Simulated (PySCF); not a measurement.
C2H5GeNO.
Atom-mapped SMILES: `[CH3:1][O:2][GeH2:3][C:4]#[N:5]` (hydrogens: H6, H7, H8 on C1; H9, H10 on Ge3)

Computed, not measured: PySCF 2.14.0, PBE0-D3(BJ)/def2-SVP geometry optimisation, gas phase.

**Question.** Give the optimised bond lengths and angles.

**Answer.** 
```csv
bond,length (pm)
C1–O2,140.5
O2–Ge3,176.5
Ge3–C4,193.5
C4≡N5,115.9
"C1–H6, C1–H7, C1–H8",110.4
Ge3–H9,153.5
Ge3–H10,152.4
```

Bonds in one row agree within 1 pm and their mean is given. A selection of angles:
```csv
angle,degrees
O2–C1–H6,112.4
O2–C1–H7,108.0
H6–C1–H7,107.9
C1–O2–Ge3,120.7
O2–Ge3–C4,107.2
O2–Ge3–H9,111.5
O2–Ge3–H10,106.6
C4–Ge3–H9,106.6
C4–Ge3–H10,109.1
H9–Ge3–H10,115.6
Ge3–C4–N5,179.4
```

Torsions: C1–O2–Ge3–C4 58° (synclinal). The mirror-image conformer, all signs reversed, is as good.

Ge3 (germanium bonded to C, O and 2 H) is distorted tetrahedral (angles from 106.6° to 115.6°). Of the pairs four or more bonds apart, C4···H8 is among the closest relative to their van der Waals radii: 3.03 Å, 105 % of the sum of Bondi's values.

Point group: C1 (no symmetry element, even within 0.4 Å). PBE0-D3(BJ)/def2-SVP frequencies: not computed here. One conformer, not necessarily the lowest.
